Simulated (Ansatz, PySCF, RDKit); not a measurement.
Dimer: CH4O (SMILES CO) (first 6 atoms) with CH2F2 (SMILES FCF); geometry from B3LYP-D3(BJ)/def2-TZVP, rigid monomers moved along the line of their centres of mass till O2···H11 is 3.19 Å.
(charge 0, multiplicity 1):
```xyz
11

C      0.387    -0.581     0.425
O      0.263     0.755     0.909
H     -0.270    -0.764    -0.431
H      0.092    -1.238     1.240
H      1.418    -0.817     0.143
H      0.540     1.364     0.218
F      0.044    -1.157     4.779
C      0.305     0.162     5.041
F      1.446     0.227     5.788
H     -0.520     0.560     5.634
H      0.463     0.676     4.094
```

Counterpoise-corrected where a basis set is named; no monomer relaxation. Rows marked so take none.

Rows in 6-31G* carry no dispersion term and start afresh at each structure (6-31G* with six Cartesian d functions). MP2/6-31G* freezes PySCF's default core.

Programs: Ansatz (a quantum-chemistry and plane-wave program) with Gaussian orbitals; PySCF for 6-31G* rows; RDKit for the force fields. Values without a source in brackets are computed.

What is the computed interaction energy (MMFF94)?

-1.8 kcal/mol
